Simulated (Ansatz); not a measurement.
Mulliken charges of `O[SiH]1[CH2][GeH2]1` from r2SCAN/def2-TZVPP in Ansatz (PBE0-D4/def2-TZVP geometry).

```tsv
atom	x (Å)	y (Å)	z (Å)	charge (e)
O1	-1.236	1.448	-1.168	-0.405
Si2	-0.459	0.854	0.152	0.465
C3	1.175	0.057	-0.174	-0.378
Ge4	-0.093	-1.390	0.496	-0.002
H5	-2.195	1.449	-1.155	0.205
H6	-0.545	1.753	1.331	-0.094
H7	1.458	-0.093	-1.214	0.110
H8	2.030	0.312	0.447	0.106
H9	0.287	-1.982	1.857	-0.008
H10	-0.340	-2.459	-0.570	0.000
```

Problem. By hand: the dipole of these point charges (1 e Å = 4.8032 D).

Solution. Σ q r = (-0.182, -0.037, 0.146) e Å, of length 0.236 e Å = 1.13 D.

Problem. How does the dipole of the full density compare? (An estimate is asked.)

Solution. The calculation gave: (-0.199, 0.072, 0.026) e Å, 1.02 D; the point charges give 1.11 times that, at 42° from its direction.

Point charges leave out the atoms' own dipoles, such as those of lone pairs, and Mulliken's split depends on the basis, so the two needn't agree.
